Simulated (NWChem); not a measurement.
Species: C2H5GaO; SMILES C=[CH][GaH][OH]

```xyz
9

Ga    -0.3871    -0.5205     0.0000
H     -1.5684    -1.5386     0.0000
C     -0.4642     1.4324     0.0000
C      0.6337     2.2002     0.0000
H     -1.4376     1.9402     0.0000
H      0.5884     3.2966     0.0000
H      1.6454     1.7754     0.0000
O      1.2217    -1.3027     0.0000
H      1.9801    -0.7110     0.0000
```
Atoms are numbered in this order, from 1.

Results from NWChem. Medium grid unless said otherwise, to which SCAN and Minnesota functionals are sensitive. Geometry: optimised at PBE0/def2-SVP. Hybrids' shares of exact exchange are those that their runs print; pure functionals count as 0. The functionals differ in more than this share.

```
row                 share of exact exchange  highest occupied level (eV)
------------------  -----------------------  ---------------------------
PBE/def2-SVP                           0.00                        -6.66
HCTH/407/def2-SVP                      0.00                        -6.85
B3LYP/def2-SVP                         0.20                        -7.79
PBE0/def2-SVP                          0.25                        -8.05
BHandHLYP/def2-SVP                     0.50                        -9.09
M06-2X/def2-SVP                        0.54                     withheld
```

Question: Fit a straight line of the last column on the one before it, predict the withheld value, and compare with the run.

Answer: 
1. Means of the 5 shown rows: x = 0.190, y = -7.688. Slope Σ(x − x̄)(y − ȳ)/Σ(x − x̄)² = -0.8119/0.1720 = -4.720; intercept -6.791.
2. The shown rows scatter about the line by 0.082 (root mean square); the largest residual is +0.13, at PBE/def2-SVP.
3. At x = 0.54 (M06-2X/def2-SVP; beyond the shown range) the line gives -9.34.
4. The run gives -9.27, +0.07 from the line, 0.9 times the scatter.
